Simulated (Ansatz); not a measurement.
Relaxation of a periodic cell of 17 atoms, LiSi₁₆ (host Si, host structure diamond, interstitial Li), to a largest force component of 0.08 eV/Å in at most 25 steps.

Theory: DFT PBE, scalar-relativistic, plane waves, PAW (Ansatz). Settings: PAW set soft_1, cutoff 420 eV, k mesh 2x2x2, fermi-dirac smearing 0.05 eV, spin collinear.

```xyz
17
Lattice="0.0000 5.4300 5.4300 5.4300 0.0000 5.4300 5.4300 5.4300 0.0000" Properties=species:S:1:pos:R:3
Si 0.000 0.000 0.000
Si 1.357 1.357 1.357
Si 2.715 2.715 0.000
Si 4.072 4.072 1.357
Si 2.715 0.000 2.715
Si 4.072 1.357 4.072
Si 5.430 2.715 2.715
Si 6.787 4.072 4.072
Si 0.000 2.715 2.715
Si 1.357 4.072 4.072
Si 2.715 5.430 2.715
Si 4.072 6.787 4.072
Si 2.715 2.715 5.430
Si 4.072 4.072 6.787
Si 5.430 5.430 5.430
Si 6.787 6.787 6.787
Li 2.031 4.768 6.099
```

Task: Where does it end, and by what steps?

Result: The run converged. The threshold is loose, so the end isn't yet a minimum. The force dipped under the threshold on the way, but the program's further checks kept it going. Limits of this set-up: coarse k mesh. After 10 steps the energy has fallen by 0.891 eV; Li17 moved furthest, 1.03 Å. Joined: Si12–Li17.

```json
{"step": "0", "energy less start (eV)": "0.0000", "largest force component (eV/Å)": "1.344", "accepted": "yes"}
{"step": "1", "energy less start (eV)": "-0.3327", "largest force component (eV/Å)": "0.467", "accepted": "yes"}
{"step": "2", "energy less start (eV)": "-0.3909", "largest force component (eV/Å)": "0.052", "accepted": "yes"}
{"step": "3", "energy less start (eV)": "-0.3909", "largest force component (eV/Å)": "0.052", "accepted": "yes"}
{"step": "4", "energy less start (eV)": "-0.3940", "largest force component (eV/Å)": "0.056", "accepted": "yes"}
{"step": "5", "energy less start (eV)": "-0.4339", "largest force component (eV/Å)": "0.243", "accepted": "yes"}
{"step": "6", "energy less start (eV)": "-0.5356", "largest force component (eV/Å)": "0.323", "accepted": "yes"}
{"step": "7", "energy less start (eV)": "-0.6721", "largest force component (eV/Å)": "0.291", "accepted": "yes"}
{"step": "8", "energy less start (eV)": "-0.8092", "largest force component (eV/Å)": "0.204", "accepted": "yes"}
{"step": "9", "energy less start (eV)": "-0.8910", "largest force component (eV/Å)": "0.057", "accepted": "yes"}
{"step": "10", "energy less start (eV)": "-0.8911", "largest force component (eV/Å)": "0.057", "accepted": "yes"}
```

```xyz
17
Lattice="0.0000 5.4300 5.4300 5.4300 0.0000 5.4300 5.4300 5.4300 0.0000" Properties=species:S:1:pos:R:3
Si -0.056 -0.026 0.027
Si 1.281 1.358 1.433
Si 2.668 2.696 0.046
Si 4.047 4.035 1.396
Si 2.687 -0.026 2.770
Si 4.065 1.351 4.079
Si 5.411 2.697 2.733
Si 6.748 4.035 4.097
Si -0.061 2.654 2.776
Si 1.281 3.998 4.072
Si 2.668 5.384 2.734
Si 4.039 6.756 4.105
Si 2.687 2.660 5.457
Si 4.072 3.997 6.864
Si 5.409 5.384 5.477
Si 6.748 6.763 6.826
Li 2.637 5.352 5.508
```

Whether the end is a true minimum wasn't checked by a vibrational analysis.

The run took 67 s on 1 thread of Intel(R) Xeon(R) 6975P-C (Granite Rapids), on a shared host, peak memory 0.7 GiB.
